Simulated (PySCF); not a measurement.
C₂H₃Cl₂FSi, SMILES [SiH2](/C(F)=C\Cl)Cl. The structure is a stationary point at PBE-D3(BJ)/def2-SVP. The structure was generated by enumeration; whether it is a known compound was not checked. One conformer was computed; it need not be the lowest.

Computed equilibrium geometry at PBE-D3(BJ)/def2-SVP (PySCF confirms it by a frequency run) as Cartesian coordinates in Å (one conformer of several):
```xyz
9

F      0.4289     2.1064    -1.0674
C      0.5378     0.9598    -0.3500
C      1.6757     0.2432    -0.4854
Cl     1.9247    -1.2506     0.3476
Si    -0.9535     0.5364     0.7404
Cl    -2.1634    -0.8689    -0.2048
H      2.5004     0.5664    -1.1405
H     -0.5023    -0.0238     2.0519
H     -1.7321     1.8031     0.9163
```
Charge 0, spin multiplicity 1.
